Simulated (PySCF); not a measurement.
# S³⁺ (sulfur, charge +3) across methods

[Ne] 3s2 3p1, 2P determinant. Computed with PySCF 2.14 in aug-cc-pVTZ-DK, with the spin-free X2C one-electron Hamiltonian (Gaussian nucleus).

| method | E (hartree) | mean ε 3s α (eV) | mean ε 3s β (eV) | mean ε 3p α (eV) | Σ⟨r²⟩ (bohr²) | ⟨S²⟩ |
| --- | --- | --- | --- | --- | --- | --- |
| r2SCAN | -396.6457 | -53.147 | -51.512 | -41.594 | 10.52 | 0.757 |
| HSE06 | -396.5671 | -54.239 | -52.455 | -42.314 | 10.49 | 0.754 |
| UHF | -396.16217 | -59.489 | -55.998 | -47.023 | 10.60 | 0.761 |
| BHandHLYP | -396.7109 | -56.410 | -54.237 | -44.226 | 10.52 | 0.755 |
| LDA | -395.2796 | -52.784 | -51.497 | -40.896 | 10.49 | 0.751 |
| LC-wPBE | -396.5631 | -57.901 | -56.034 | -45.887 | 10.48 | 0.754 |
| PBE0 | -396.5476 | -54.646 | -52.826 | -42.733 | 10.50 | 0.754 |
| CAM-B3LYP | -396.7043 | -56.225 | -54.471 | -44.178 | 10.51 | 0.753 |

Problem. Estimate the same row for PBE.

Solution. E (hartree) = -396.5178; mean ε 3s α (eV) = -52.726; mean ε 3s β (eV) = -51.343; mean ε 3p α (eV) = -41.067; Σ⟨r²⟩ (bohr²) = 10.49; ⟨S²⟩ = 0.753.
